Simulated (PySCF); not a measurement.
**Relaxation of singlet H2GeO**

All numbers come from PySCF, PBE0, basis Ge def2-TZVP, O def2-TZVP, H def2-TZVP (no relativity, density fitting). A (50,194) grid was used.

A hand-made trigonal planar start, of C2v symmetry, held to at least that symmetry:

```xyz
4
charge 0 multiplicity 1, angstrom
Ge    0.1378    0.2386    0.0000
O    -0.7022   -1.2163    0.0000
H     1.6677    0.2386    0.0000
H    -0.6273    1.5636    0.0000
```

Optimiser trace:
```csv
step,E − E(last) (kJ/mol),largest gradient (Eh/bohr)
0,6.73,0.04098
1,1.64,0.01844
2,0.11,0.00250
3,0.00,0.00051
4,0.00,0.00007
```

It ends at C2v with Ge–H 1.542 Å (×2), Ge–O 1.632 Å; H–Ge–H 113.2°, H–Ge–O 123.4° (×2). A frequency run shows a minimum.

Final geometry:
```xyz
4
charge 0 multiplicity 1, angstrom
Ge    0.1327    0.2298    0.0000
O    -0.6834   -1.1838    0.0000
H     1.6719    0.3214    0.0000
H    -0.5577    1.6086    0.0000
```
